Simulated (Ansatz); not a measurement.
Species: CH₃F₂Ga, SMILES `[CH3][Ga]([F])[F]` (charge 0, multiplicity 1), formula CH$_{3}$F$_{2}$Ga.

Problem. How many basis functions does frozen-core CCSD(T)/cc-pVTZ // B3LYP-D3(BJ)/def2-TZVP (Ansatz, a first-principles code) use, how many core orbitals are frozen, and how many electrons are correlated?

Solution. 175 basis functions and 12 frozen orbitals, which leaves 34 correlated electrons (filled d shells below the valence shell are correlated). Core time is of the order of minutes.
